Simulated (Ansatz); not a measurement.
Consider the ligand exchange at a Cd–N bond: `[NH2][Cd][Br]` + H–F → `[F][Cd][Br]` + NH₃.

Gas-phase electronic energies from Ansatz, PBE0-D4/def2-TZVP geometries. CBS: MP2 limit from def2 TZ/QZ plus the TZ coupled-cluster correction, frozen cores. This one scheme is used for every species. Functionals use def2-TZVPP. Elements past krypton have def2 core potentials. For Br, Cd outer-core shells are correlated without core-valence functions, which leaves a few kJ/mol of doubt a bond. Scalar relativity is left out up to krypton. One conformer a species, not always the lowest.

`[NH2][Cd][Br]`:

Cartesian coordinates in Å:
```
N 0.224 -1.112 -0.173
Cd -0.240 0.846 -0.128
Br -0.846 3.172 -0.275
H 1.193 -1.267 0.082
H -0.331 -1.638 0.493
```

H–F:

```xyz
2

F     0.288    0.145   -0.328
H    -0.288   -0.145    0.328
```

`[F][Cd][Br]`:

Z-matrix (Å, degrees):
```
Cd
F 1 1.934
Br 1 2.384 2 180.0
```

NH₃:

```xyz
4

N     0.185   -0.147    0.154
H    -0.090   -0.649   -0.681
H    -0.662    0.054    0.672
H     0.567    0.742   -0.146
```

CCSD(T)/CBS gives -0.41 eV.

Problem. Another level gave -0.55 eV. Which?
A. LC-ωPBE/def2-TZVPP
B. r2SCAN0/def2-TZVPP
C. PBE0-D4/def2-TZVPP
D. RPA@PBE/def2-TZVPP

Solution. A. LC-ωPBE -0.55, RPA@PBE/def2-TZVPP -0.36, r2SCAN0 -0.47, PBE0-D4 -0.42 eV.

Largest T1 diagnostic among the species: 0.014.

The D4 term adds +0.04 eV with B3LYP and +0.02 eV with PBE0; it sums over pairs of atoms, weighted by their polarisabilities, and B3LYP, whose exchange is more repulsive, gets the larger term. At CCSD(T), def2-SVP lies −0.05 eV from the extrapolated value and def2-TZVPP +0.07 eV. Leaving LDA and LC-ωPBE aside and taking each functional with its dispersion term where it has one, the values, not all of them listed here, spread over 0.19 eV, from B97M-V to PBE-QIDH. LDA lies +0.15 eV from PBE without D4.

B3LYP here is the variant with VWN-RPA as its local correlation; programs differ in this.
